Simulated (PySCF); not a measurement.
Ge(F)2(OH)(NH2) (F₂GeH₃NO), SMILES [NH2][Ge]([OH])([F])[F]. Coordinates come from a PBE-D3(BJ)/def2-SVP optimisation. This is a generated structure with no PubChem entry under its InChIKey; it may be hypothetical. The values are those of a single conformer.

Level of theory: PySCF with PBE-D3(BJ)/def2-SVP.

Harmonic wavenumbers (cm⁻¹): 106, 162, 208, 236, 248, 254, 286, 489, 663, 706, 734, 751, 878, 920, 1486, 3465, 3568, 3724. Rotational constants (GHz): 3.480, 3.373, 3.128; symmetry number 1.

Work out the zero-point energy and the ideal-gas rigid-rotor harmonic-oscillator thermochemistry at 298.15 K and 1 atm.

ZPE = ½ Σ hcν = ½ × 18884 cm⁻¹ = 112.95 kJ/mol. H − E(el) = 134.91 kJ/mol. Entropy in J/(mol K): translation 170.70, rotation 111.18, vibration 70.52, total 352.40. G − E(el) = 29.84 kJ/mol. Cp = 109.61 J/(mol K). Modes under 150 cm⁻¹ make the vibrational entropy uncertain.
